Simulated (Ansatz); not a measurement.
ClCs, charge -1, doublet, at the geometry of the source list (a state made from the parent by changing its charge; the spin is typed, not shown lowest) (core potentials on Cs) (a gas-phase anion, which may not be bound at this level), atoms displaced at random by about 0.08 Å a coordinate; PBE/def2-TZVP, gradient (Ansatz, a quantum-chemistry and plane-wave program).

Input for Ansatz:
Ansatz 0.2 input:
```yaml
crystal:
  periodic: [false, false, false]
  atoms:
    - {symbol: Cs, position_ang: [-0.98658150, -0.63595277, -0.84635874]}
    - {symbol: Cl, position_ang: [0.97007811, 0.91757938, 0.94279300]}
basis:
  gaussian:
    orbitals: def2-TZVP
hamiltonian:
  xc: pbe
total_charge: -1
magnetization: {spin_polarized: true, initial_magnetization: 1}
output: {forces: true}
```

Output, abridged:

```
Functional definition: PBE
574 factors; their error is unknown
mean field evaluation 1: about -13002.9339 eV, gradient 6.9e1 eV
mean field evaluation 2: about -12401.1103 eV, gradient 2.9e2 eV
mean field evaluation 4: about -13059.4634 eV, gradient 3.3e1 eV
mean field evaluation 8: about -13069.2053 eV, gradient 5.4e-1 eV
mean field evaluation 16: about -13069.2036 eV, gradient 2.7e-4 eV
mean field evaluation 32: about -13068.5559 eV, gradient 7.3e-1 eV
mean field evaluation 64: about -13068.5613 eV, gradient 5.9e-3 eV
mean field -13069.20356227 eV, -480.2843722892 hartree, gradient 3.7e-5 eV, S^2 0.750059; 8 other end points of the search recorded, 0 dependent functions left out
the calculation of the forces begins
reference -13069.20360378 eV, -480.2843738145 hartree; 14, 13 occupied and 52, 53 virtual orbitals, 574 factors
Total energy: -13069.20360378 eV, -480.2843738145 hartree
Atom 0 at    -0.986582    -0.635953    -0.846359 Å, force    -0.005012    -0.003979    -0.004583 eV/Å
Atom 1 at     0.970078     0.917579     0.942793 Å, force     0.005012     0.003979     0.004583 eV/Å
Dipole moment:     0.096515     0.076630     0.088253 e Å
```
